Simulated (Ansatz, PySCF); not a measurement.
Dimer: CH4O (SMILES CO) (first 6 atoms) with CH3Cl (SMILES CCl); geometry from B3LYP-D3(BJ)/def2-TZVP.
(charge 0, multiplicity 1):
```xyz
11

C     -0.521    -0.457    -0.317
O      0.135     0.733     0.094
H      0.162    -1.150    -0.819
H     -1.298    -0.167    -1.024
H     -0.991    -0.979     0.524
H      0.797     0.497     0.755
C     -0.556     0.982     3.335
Cl     0.923    -0.041     3.205
H     -0.318     1.832     3.966
H     -0.822     1.298     2.331
H     -1.340     0.378     3.780
```

Interaction energies are E(AB) − E(A) − E(B) at the monomers' geometry in the complex; basis-set methods are counterpoise corrected. Rows marked so take none.

Cores are frozen in the correlated methods. Rows in 3-21G, 6-31G* carry no dispersion term and start afresh at each structure (6-31G* with six Cartesian d functions).

The values were computed with Ansatz (Gaussian orbitals); PySCF for 3-21G rows, 6-31G* rows. 

Question: One of these levels gives -1.04 kcal/mol for the interaction energy. Name it.
A. B3LYP/6-31G* (no counterpoise)
B. HF/aug-cc-pV(D+d)Z
C. B3LYP/3-21G (no counterpoise)
D. B2PLYP/def2-TZVPPD

Answer: B, HF/aug-cc-pV(D+d)Z. The others give -7.62 (B3LYP/3-21G (no counterpoise)), -4.16 (B3LYP/6-31G* (no counterpoise)), -2.74 (B2PLYP/def2-TZVPPD)

Ansatz is a program for electronic structure.
